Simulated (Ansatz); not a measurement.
`O[SiH](O)S[SiH](O)F` and `C[SiH](F)S[SiH](O)O` differ in one atom or group.

Ansatz, PBE0-D4/def2-TZVP geometries, multiplicity 1. Each molecule was computed in one conformer, which needn't be the lowest.

| property | `O[SiH](O)S[SiH](O)F` |
| --- | --- |
| HOMO energy (PBE/def2-TZVPP) / eV | -6.73 |
| HOMO energy (PBE0/def2-TZVPP) / eV | -8.02 |
| LUMO energy (B3LYP/def2-TZVPP) / eV | -0.29 |
| LUMO energy (PBE/def2-TZVPP) / eV | -0.95 |
| HOMO–LUMO gap (B3LYP/def2-TZVPP) / eV | 7.46 |
| size of the dipole moment (PBE/def2-TZVPP) / D | 2.89 |

(1) Give the same properties after the change, and the shifts. (Estimate.)

Answers

(1) Computed: 
```json
{"property": "HOMO energy (PBE/def2-TZVPP) / eV", "`C[SiH](F)S[SiH](O)O`": "-6.65", "shift": "0.08"}
{"property": "HOMO energy (PBE0/def2-TZVPP) / eV", "`C[SiH](F)S[SiH](O)O`": "-7.90", "shift": "0.12"}
{"property": "LUMO energy (B3LYP/def2-TZVPP) / eV", "`C[SiH](F)S[SiH](O)O`": "0.18", "shift": "0.47"}
{"property": "LUMO energy (PBE/def2-TZVPP) / eV", "`C[SiH](F)S[SiH](O)O`": "-0.47", "shift": "0.48"}
{"property": "HOMO–LUMO gap (B3LYP/def2-TZVPP) / eV", "`C[SiH](F)S[SiH](O)O`": "7.82", "shift": "0.36"}
{"property": "size of the dipole moment (PBE/def2-TZVPP) / D", "`C[SiH](F)S[SiH](O)O`": "2.36", "shift": "-0.53"}
```

With PBE0 the HOMO rises by 0.12 eV and the LUMO rises by 0.50 eV, so the gap widens by about 0.38 eV. PBE moves the HOMO by 0.08 eV and ωB97M-V by 0.13 eV. Dipoles are sizes alone; their direction can turn.

B3LYP here is the variant with VWN-RPA as its local correlation; programs differ in this.
